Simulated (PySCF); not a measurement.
Job for PySCF: R-B3LYP/LANL2DZ on Cu2, 2S+1 = 1, a spin state set in the input, which need not be the lowest, a point of a bond scan (R = 2.499 Å).

```python
from pyscf import gto, scf, dft, mp
from pyscf.data.elements import chemcore

mol = gto.M(
    atom='''
    Cu    0.00000000    0.00000000    0.00000000
    Cu    0.00000000    0.00000000    2.49947900
    ''',
    basis='lanl2dz',
    ecp={'Cu': 'lanl2dz'},
    charge=0, spin=0, verbose=3, max_memory=1800)
mf = dft.RKS(mol, xc='b3lyp')
mf.conv_tol = 1e-8
mf.max_cycle = 100
mf.kernel()
if not mf.converged:
    mf = mf.newton().run(mf.mo_coeff, mf.mo_occ)
```

Program output:

```
converged SCF energy = -392.302115612292
```

The calculation finished and met its thresholds.

Cost: around 1.1 core-seconds (rough).
